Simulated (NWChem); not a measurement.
System meant: C2H6Bi cation; SMILES [Bi+]([CH3])[CH3]

Here is an NWChem input.

```
start job
memory heap 200 mb stack 700 mb global 900 mb
charge 1
geometry units angstroms noautoz
  Bi     0.000000     0.000000     0.297563
  C      1.640435     0.048385    -1.236313
  H      1.770025    -1.005976    -1.575509
  H      2.586635     0.407206    -0.790411
  H      1.331062     0.655062    -2.110698
  C     -1.640435    -0.048385    -1.236313
  H     -1.331062    -0.655062    -2.110698
  H     -1.770025     1.005976    -1.575509
  H     -2.586635    -0.407206    -0.790411
end
basis spherical
  Bi library def2-svp
  C library def2-svp
  H library def2-svp
end
ecp
  Bi library def2-ecp
end
dft
  xc xpbe96 cpbe96
  iterations 4
  mulliken
end
task dft energy
```

End of the output:

```
    Atom       Charge   Shell Charges
 -----------   ------   -------------------------------------------------------
    1 Bi  23    21.95   1.48  0.49  1.10  0.69  4.07  1.67  1.44  0.85  9.31  0.84
    2 C    6     6.24   1.96  0.62  0.36  1.84  1.42  0.04
    3 H    1     0.92   0.60  0.25  0.07
    4 H    1     0.94   0.61  0.25  0.07
    5 H    1     0.93   0.61  0.25  0.07
    6 C    6     6.24   1.96  0.62  0.36  1.84  1.42  0.04
    7 H    1     0.93   0.61  0.25  0.07
    8 H    1     0.92   0.60  0.25  0.07
    9 H    1     0.94   0.61  0.25  0.07

 center of mass
 --------------
 x =   0.00000000 y =   0.00000000 z =   0.16870716

 moments of inertia (a.u.)
 ------------------
         254.828799767930          -0.000000000000          -0.000000000000
          -0.000000000000         557.568065510192           0.000000000000
          -0.000000000000           0.000000000000         325.866982333257

     Multipole analysis of the density
     ---------------------------------

     L   x y z        total         alpha         beta         nuclear
     -   - - -        -----         -----         ----         -------
     0   0 0 0      1.000000    -20.000000    -20.000000     41.000000

     1   1 0 0     -0.000000     -0.000000     -0.000000     -0.000000
     1   0 1 0     -0.000000     -0.000000     -0.000000     -0.000000
     1   0 0 1     -0.373311     16.172642     16.172642    -32.718595

     2   2 0 0    -25.156784   -111.697505   -111.697505    198.238226
     2   1 1 0     -0.286480      0.059366      0.059366     -0.405211
     2   1 0 1     -0.000000     -0.000000     -0.000000     -0.000000
     2   0 2 0    -26.197620    -18.835124    -18.835124     11.472629
     2   0 1 1      0.000000      0.000000      0.000000      0.000000
     2   0 0 2    -26.714630    -77.297997    -77.297997    127.881363

 ------------------------------------------------------------------------
 dft energy failed                                                                                  0
 ------------------------------------------------------------------------
 ------------------------------------------------------------------------
  current input line :
    28: task dft energy
 ------------------------------------------------------------------------
 ------------------------------------------------------------------------
 This type of error is most commonly associated with calculations not reaching convergence criteria
 ------------------------------------------------------------------------
 For more information see the NWChem manual at https://nwchemgit.github.io

0:dft energy failed:Received an Error in Communication
```

Problem. What is wrong, and how is it mended?

Solution. The run did not converge; its last values are not results. Cause: the SCF was allowed too few iterations. This input runs:
```
start job
memory heap 200 mb stack 700 mb global 900 mb
charge 1
geometry units angstroms noautoz
  Bi     0.000000     0.000000     0.297563
  C      1.640435     0.048385    -1.236313
  H      1.770025    -1.005976    -1.575509
  H      2.586635     0.407206    -0.790411
  H      1.331062     0.655062    -2.110698
  C     -1.640435    -0.048385    -1.236313
  H     -1.331062    -0.655062    -2.110698
  H     -1.770025     1.005976    -1.575509
  H     -2.586635    -0.407206    -0.790411
end
basis spherical
  Bi library def2-svp
  C library def2-svp
  H library def2-svp
end
ecp
  Bi library def2-ecp
end
dft
  xc xpbe96 cpbe96
  iterations 150
  mulliken
end
task dft energy
```
It converges to -294.00664 Ha (PBE/def2-SVP with def2 effective core potentials on Bi).
